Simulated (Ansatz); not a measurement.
C$_{4}$H$_{5}$FO$_{2}$, singlet (typed; the unrestricted solution is spin-contaminated), at a GFN2-xTB geometry; Ansatz (a first-principles code) with MP2/STO-3G.

Input for Ansatz:
Ansatz 0.2 input:
```yaml
crystal:
  periodic: [false, false, false]
  atoms:
    - {symbol: C, position_ang: [-2.15014687, -0.55085453, -0.73440341]}
    - {symbol: C, position_ang: [-1.07404008, -0.49982847, 0.03576137]}
    - {symbol: F, position_ang: [-1.02793564, -1.13924091, 1.21755393]}
    - {symbol: C, position_ang: [0.16204153, 0.25253455, -0.32244262]}
    - {symbol: O, position_ang: [0.28142013, 0.87837169, -1.34564682]}
    - {symbol: O, position_ang: [1.09786179, 0.14632852, 0.61587585]}
    - {symbol: C, position_ang: [2.31646759, 0.83011244, 0.36603768]}
    - {symbol: H, position_ang: [-2.14763970, -0.02623542, -1.67173638]}
    - {symbol: H, position_ang: [-3.02673030, -1.10314185, -0.44715679]}
    - {symbol: H, position_ang: [2.94229270, 0.66177945, 1.23824123]}
    - {symbol: H, position_ang: [2.79381919, 0.43491816, -0.53299557]}
    - {symbol: H, position_ang: [2.12949060, 1.89646219, 0.22411180]}
basis:
  gaussian:
    orbitals: STO-3G
correlation: {method: mp2}
magnetization: {spin_polarized: true}
```

What the program printed (banner, timings and long lists left out):

```
Functional definition: HF
578 factors; integrals over basis functions are off by at most 3.0e-5 eV
mean field evaluation 1: about -10828.8559 eV, gradient 3.1e1 eV
mean field evaluation 2: about -10829.1877 eV, gradient 3.1e1 eV
mean field evaluation 4: about -10835.3867 eV, gradient 2.9e0 eV
mean field evaluation 8: about -10835.4884 eV, gradient 1.7e-4 eV
mean field evaluation 16: about -10835.4623 eV, gradient 6.1e-1 eV
mean field evaluation 32: about -10835.7178 eV, gradient 2.6e-6 eV
mean field -10835.71782641 eV, -398.2052854073 hartree, gradient 2.6e-6 eV, S^2 0.545680; 2 other end points of the search recorded, 0 dependent functions left out
7 core orbitals not correlated
reference -10835.71782641 eV, -398.2052854073 hartree; 20, 20 occupied and 13, 13 virtual orbitals, 578 factors
second order -7.80080909 eV of doubles, -0.00000000 eV of singles
Total energy: -10843.51863550 eV, -398.4919598539 hartree
```
